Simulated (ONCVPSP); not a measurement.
promethium (Pm): ONCV pseudisation with PBEsol, scalar-relativistic reference atom.

promethium (Pm), optimised norm-conserving Vanderbilt (ONCV), made with ONCVPSP 4.0.1 (PBEsol, scalar-relativistic). Core [Kr] 4d10 5s2, reference 4f5 5p6 6s1 6p1. Waves: 6s: rc 3.15 bohr, ncon 5, nbas 8, qcut 1.7 1/bohr, 2 projectors, debl 1.7 Ha; 5p+6p: rc 2.40 bohr, ncon 4, nbas 7, qcut 6 1/bohr, 2 projectors; d scattering state at 0.47 Ha: rc 3.05 bohr, ncon 4, nbas 7, qcut 2.9 1/bohr, 1 projector; 4f: rc 1.10 bohr, ncon 4, nbas 8, qcut 15.8 1/bohr, 2 projectors, debl 2.1 Ha. Local part: polynomial inside 1.05 bohr (lpopt 5, dvloc0 0 Ha). Core correction: none.

In the d channel the program set the typed energies aside and used -0.101 Ha.

All-electron outer shells of the reference configuration (PBEsol, scalar-relativistic, ld1.x):

```tsv
shell	level (eV)	outermost node (bohr)	outermost maximum (bohr)
5s	-43.19	0.70	1.29
5p	-23.95	0.75	1.46
6s	-4.24	1.73	3.68
4f	-3.42	–	0.64
6p	-1.78	2.08	4.96
```

**Question.** Estimate the cutoffs (Ha) at which the residual kinetic energy of the hardest occupied pseudo-wave falls to 1 and 0.1 mHa per electron.

**Answer.** 103 Ha and 114 Ha.

**Question.** What does a ghost test show?

**Answer.** Ghosts flagged at negative energy: s at -205.9 eV; GHOST(+) flagged for s at 1.77 eV, p at 31.2 eV, d at 78.0 eV. A true bound ghost makes a file unfit for plane-wave use.

**Question.** Which valence shell sets the plane-wave cutoff?

**Answer.** 4f: 103 Ha for 1 mHa per electron, against 8 Ha for 5p.

Tests left out (the all-electron energies of this program are off by 10 to 40 meV for near-neutral 4f atoms).
